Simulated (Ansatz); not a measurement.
`N[SiH](O)F` → `OF` + `N[SiH]`  (silylene formation by 1,1-elimination)

Isolated molecules relaxed with PBE0-D4/def2-TZVP in Ansatz; ΔE leaves out vibrations. CBS: def2 TZ/QZ extrapolation, frozen cores. Each species was taken in one conformer, which may not be the lowest.

```json
{"species": "`N[SiH](O)F`", "CCSD(T)/CBS(def2) energy (Eh)": "-521.31135"}
{"species": "`OF`", "CCSD(T)/CBS(def2) energy (Eh)": "-175.42462"}
{"species": "`N[SiH]`", "CCSD(T)/CBS(def2) energy (Eh)": "-345.55824"}
```

**Question.** Work out ΔE.

**Answer.** ΔE = (-175.42462) + (-345.55824) − (-521.31135) = 0.32849 Eh = +862.5 kJ/mol.

Largest T1 diagnostic among the species: 0.015.

From r2SCAN to r2SCAN0 (25 % exact exchange), in def2-TZVPP and without D4, ΔE moves by +24.8 kJ/mol. Leaving LDA and LC-ωPBE aside and taking each functional with its dispersion term where it has one, the values, not all of them listed here, spread over 95.4 kJ/mol, from revPBE-D4 to PBE-QIDH. LDA lies +55.5 kJ/mol from PBE without D4. The D4 term adds +9.2 kJ/mol with B3LYP and +4.9 kJ/mol with PBE0; it sums over pairs of atoms, weighted by their polarisabilities, and B3LYP, whose exchange is more repulsive, gets the larger term.

B3LYP here is the variant with VWN-RPA as its local correlation; programs differ in this.
